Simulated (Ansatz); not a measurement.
`[BH2][SnH2][SiH3]` + H₂ → `[SiH3][SnH3]` + BH₃ at 500 K and 1 bar (hydrogenolysis of the Sn–B bond).

Computed with Ansatz on PBE0-D4/def2-TZVP structures; ΔE is electronic, products minus reactants. CBS: MP2 limit from def2 TZ/QZ plus the TZ coupled-cluster correction, frozen cores. This one scheme is used for every species. def2 core potentials past Kr. For Sn outer-core shells are correlated without core-valence functions, which leaves a few kJ/mol of doubt a bond.

| species | CCSD(T)/CBS energy (Eh) | H − E (kJ/mol) | S (J/(mol·K)) |
| --- | --- | --- | --- |
| `[BH2][SnH2][SiH3]` | -532.05307 | 200.4 | 430.3 |
| H₂ | -1.17544 | 41.0 | 145.5 |
| `[SiH3][SnH3]` | -506.68362 | 154.7 | 359.8 |
| BH₃ | -26.55200 | 86.8 | 208.8 |

H − E and S are ideal-gas, rigid-rotor, harmonic terms from PBE0-D4/def2-TZVP. The MP2-based limit puts H₂ 0.8 mEh under its directly extrapolated value; such offsets cancel only in part. 1 Eh = 2625.50 kJ/mol, R = 8.31446 J/(mol·K).

**Question.** By hand: ΔE, ΔH, ΔS and ΔG.

**Answer.** ΔE = (-506.68362) + (-26.55200) − (-532.05307) − (-1.17544) = -0.00711 Eh = -18.7 kJ/mol. Δ(H − E) = 154.7 + 86.8 − 200.4 − 41.0 = 0.1, so ΔH = -18.6 kJ/mol. ΔS = 359.8 + 208.8 − 430.3 − 145.5 = -7.2 J/(mol·K). ΔG = -18.6 − 500 × (-7.2)/1000 = -15.0 kJ/mol.

**Question.** By hand: the equilibrium constant, and the temperature at which ΔG would vanish if ΔH and ΔS stayed fixed.

**Answer.** log₁₀ K = −ΔG/(RT ln 10) = 1.6. ΔG = 0 at ΔH/ΔS = 2583 K, far beyond where these terms or the molecules hold.

The number of gas molecules stays the same, so ΔS is small and ΔH decides. A doubt of 5 kJ/mol in ΔE shifts log₁₀ K by 0.5 here. These are equilibria of isolated gas molecules and say nothing of rates. Largest T1 diagnostic: 0.014 (customary marks: 0.02 for closed shells, 0.045 for open ones).
